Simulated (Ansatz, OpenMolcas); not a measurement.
**How methods differ on CH7BGe (SMILES C[BH][GeH3])**

CH7BGe: 10 atoms, total charge 0, spin state singlet. As SMILES, `C[BH][GeH3]`. The shape is that of a PBE0-D4/def2-TZVP optimisation.

```xyz
10

C    -1.2113    0.8480   -0.5797
B    -0.0139   -0.1230   -0.7197
Ge    1.1113   -0.7846    0.8816
H    -1.9726    0.7485   -1.3570
H    -0.7473    1.8373   -0.7496
H    -1.6771    0.8987    0.4058
H     0.3260   -0.4817   -1.8130
H     0.9184   -2.3074    1.0483
H     0.7292   -0.1289    2.2240
H     2.6205   -0.5583    0.6621
```

Quantity: the vertical ionisation energy (to the doublet cation), in eV. The values are calculated.

| level | kind | program | value (eV) | CPU time (all runs) |
| --- | --- | --- | --- | --- |
| HF/def2-SVP | Hartree–Fock | Ansatz | 9.48 | 8.7 s |
| SVWN5/def2-SVP | LDA | OpenMolcas | 9.81 | 90 s |
| PBE/def2-SVP | GGA | OpenMolcas | 9.71 | 2.1 min |
| M06-L/def2-SVP | meta-GGA | OpenMolcas | 9.79 | 3.2 min |
| TPSS/def2-SVP | meta-GGA | OpenMolcas | 9.80 | 3.2 min |
| HSE06/def2-SVP | range-separated hybrid | Ansatz | 9.95 | 27 s |
| PBE-QIDH/def2-SVP | double hybrid | Ansatz | 10.17 | 31 s |
| MP2/def2-SVP | perturbation theory | Ansatz | 10.07 | 9.8 s |

All-electron rows without a relativistic Hamiltonian named are non-relativistic. The values span 9.48 to 10.17 eV. In the correlated wave-function rows the outer d shell of Ge is correlated, in sets not made for it. CPU times are rough (shared hosts, several kinds of processor and program).
